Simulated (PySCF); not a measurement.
(3E)-hexa-1,3-diene (C6H10), SMILES C=C/C=C/CC. Heavy atoms are numbered as in [CH2:1]=[CH:2]/[CH:3]=[CH:4]/[CH2:5][CH3:6]. Hydrogens are named by the atom that carries them.

Geometry optimised at PBE0-D3(BJ)/def2-SVP. Other conformers were not sampled.

Method: PBE0/def2-TZVP (PySCF).

ESP charges are fitted to the potential on shells at 1.4 to 2.0 van der Waals radii. Atomic charges (e), one atom of each kind:

| atom | Mulliken | IAO | ESP fit | Löwdin |
|---|---|---|---|---|
| C1 (CH2) | -0.29 | -0.33 | -0.55 | -0.21 |
| C2 (CH) | -0.09 | -0.13 | 0.01 | -0.20 |
| C3 (CH) | -0.11 | -0.16 | -0.19 | -0.17 |
| C4 (CH) | -0.13 | -0.13 | -0.31 | -0.16 |
| C5 (CH2) | -0.15 | -0.26 | 0.26 | -0.29 |
| C6 (CH3) | -0.37 | -0.42 | -0.37 | -0.31 |
| H on C1 | 0.12 | 0.15 | 0.21 | 0.12 |
| H on C2 | 0.10 | 0.14 | 0.13 | 0.15 |
| H on C3 | 0.10 | 0.14 | 0.17 | 0.15 |
| H on C4 | 0.11 | 0.14 | 0.16 | 0.14 |
| H on C5 | 0.11 | 0.14 | 0.00 | 0.15 |
| H on C6 | 0.12 | 0.14 | 0.08 | 0.12 |

### Question
Give the Mayer and Wiberg (Löwdin basis) orders of the bonds. (Estimate from the structure and the level; the computed values follow.)

### Answer

```
bond   Mayer  Wiberg
-----  -----  ------
C1–C2   1.87    2.10
C2–C3   1.08    1.32
C3–C4   1.84    1.94
C4–C5   1.00    1.25
C5–C6   0.99    1.28
```
